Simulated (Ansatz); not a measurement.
Consider the cleavage of the Si–Si bond: `O[SiH2][SiH2][SiH2]Cl` + `BN[SiH3]` → `BN([SiH3])[SiH2]Cl` + `O[SiH2][SiH3]`.

Isolated molecules relaxed with PBE0-D4/def2-TZVP in Ansatz; ΔE leaves out vibrations. CCSD(T)/CBS adds triple-zeta CCSD(T) − MP2 to the extrapolated MP2 energy (def2 sets, frozen cores). DFT in def2-TZVPP. B3LYP here is the variant with VWN-RPA as its local correlation; programs differ in this. Each species was taken in one conformer, which may not be the lowest.

`O[SiH2][SiH2][SiH2]Cl`:

Z-matrix (Å, degrees):
```
Si
Si 1 2.349
O 1 1.652 2 113.0
H 1 1.492 2 107.9 3 123.7
H 1 1.483 2 110.1 3 -117.8
Si 2 2.338 1 110.3 3 -179.1
H 2 1.492 1 109.9 3 -60.1
H 2 1.489 1 111.2 3 59.9
H 3 0.958 1 117.8 2 57.6
Cl 6 2.064 2 110.1 1 178.5
H 6 1.485 2 111.3 1 -62.2
H 6 1.485 2 111.3 1 59.3
```

`BN[SiH3]`:

Cartesian coordinates in Å:
```
B -0.824 1.249 -0.436
N -0.386 -0.077 -0.522
Si 0.756 -0.868 0.533
H -0.395 1.946 0.438
H -1.617 1.663 -1.233
H -0.772 -0.633 -1.274
H 0.125 -2.043 1.191
H 1.187 0.120 1.547
H 1.926 -1.358 -0.244
```

`BN([SiH3])[SiH2]Cl`:

Cartesian coordinates in Å:
```
B -1.071 -1.285 0.182
N -0.204 -0.189 -0.020
Si -0.283 1.139 1.135
Si 0.936 -0.177 -1.327
Cl 2.848 -0.320 -0.588
H -1.034 -2.229 -0.554
H -1.846 -1.255 1.099
H 0.628 2.207 0.652
H 0.153 0.681 2.475
H -1.672 1.653 1.207
H 0.864 1.110 -2.053
H 0.682 -1.336 -2.205
```

`O[SiH2][SiH3]`:

Z-matrix (Å, degrees):
```
Si
Si 1 2.347
O 1 1.654 2 112.4
H 1 1.484 2 110.6 3 117.6
H 1 1.493 2 108.5 3 -123.5
H 2 1.489 1 110.0 3 177.8
H 2 1.491 1 110.1 3 58.6
H 2 1.488 1 111.4 3 -61.5
H 3 0.958 1 117.6 2 -58.8
```

```csv
level,ΔE (kJ/mol),difference from CCSD(T)/CBS
r2SCAN-D4,-40.8,8.8
B3LYP-D4,-46.0,3.6
B2PLYP,-47.5,2.1
r2SCAN,-39.9,9.7
HF/def2-TZVPP,-58.0,-8.4
CCSD/def2-TZVPP,-51.6,-2.0
CCSD(T)/def2-TZVPP,-50.8,-1.2
MP2/def2-QZVPP,-57.8,-8.2
SCS-MP2/def2-QZVPP,-58.2,-8.6
CCSD/CBS(def2),-50.4,-0.8
CCSD(T)/CBS,-49.6,0
```

Largest T1 diagnostic among the species: 0.012.

The D4 term adds −6.6 kJ/mol with B3LYP and −3.4 kJ/mol with PBE0; it sums over pairs of atoms, weighted by their polarisabilities, and B3LYP, whose exchange is more repulsive, gets the larger term. From PBE to PBE0 (25 % exact exchange), in def2-TZVPP and without D4, ΔE moves by −7.1 kJ/mol.
